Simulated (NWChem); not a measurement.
Species: NH$_{3}$SeS; SMILES N[Se]S

```xyz
6

Se     0.4351    -0.4542    -0.0077
N     -1.1966    -1.3596    -0.0130
H     -1.2840    -1.9421     0.8149
H     -1.2925    -1.9184    -0.8562
S     -0.2169     1.6838    -0.0552
H     -0.3709     1.8810     1.2758
```
Atoms are numbered in this order, from 1.

All runs: NWChem. Medium grid unless said otherwise, to which SCAN and Minnesota functionals are sensitive. Coordinates come from a B3LYP/6-31G* (spherical d) optimisation. Total energies of different functionals are on different scales.

| level | energy (Ha) | highest occupied level (eV) | orbital gap (eV) | dipole (D) |
|---|---|---|---|---|
| B3LYP/def2-TZVP | -2856.3918 | -6.64 | 5.27 | 2.03 |
| PBE/def2-TZVP | -2855.7442 | -5.67 | 3.66 | 2.07 |
| MN15-L/def2-TZVP | -2856.2699 | -6.06 | 4.57 | 2.12 |
| PBE0/def2-TZVP | -2855.8496 | -6.87 | 5.75 | 2.07 |
| M06/def2-TZVP | -2856.2100 | -6.86 | 5.81 | 1.99 |
| LDA (Slater exchange, PW92)/def2-TZVP | -2851.0870 | -5.80 | 3.57 | 2.12 |
| r2SCAN/def2-TZVP | -2856.2663 | -5.94 | 4.07 | 2.11 |
| M06-2X/def2-TZVP | -2856.3133 | -8.04 | 7.81 | 2.02 |
